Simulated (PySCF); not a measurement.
# Correlation energy of Os⁶⁹⁺ (osmium, charge +69)

[He] 2s2 2p3, high-spin 4S determinant. Calculation: PySCF 2.14, in an uncontracted even-tempered set (18 s from 50 bohr⁻², ratio 2.2; 13 p from 65 bohr⁻², ratio 2.2; 5 d from 240 bohr⁻², ratio 2.4; 5 f from 360 bohr⁻², ratio 2.4; 4 g from 540 bohr⁻², ratio 2.4); scalar relativity by spin-free X2C-1e. Frozen: nothing; 7 electrons correlated; the 12 highest virtual orbitals of each spin left out.

```
  level  correlation energy (mhartree)
   CCSD                        -266.52
    (T)                          -0.02
CCSD(T)                        -266.54
```

Diagnostics: T1 = 2.1e-05, D1 = 0.0001, largest double amplitude 0.003.

Question: Is a single reference adequate?

Answer: Yes, within this model without spin-orbit coupling: T1 lies below 0.03 and no double amplitude reaches 0.07.

At this charge the one-electron X2C treatment keeps the bare 1/r₁₂, with no two-electron picture change or Breit term. That inflates the 1s pair energies well beyond their four-component values; and a scalar Hamiltonian misses the large spin-orbit splitting of the p shells, which matters for ns² → np² pairs.

Spin-orbit coupling is strong in this species, so the high-spin LS determinant is a model state.
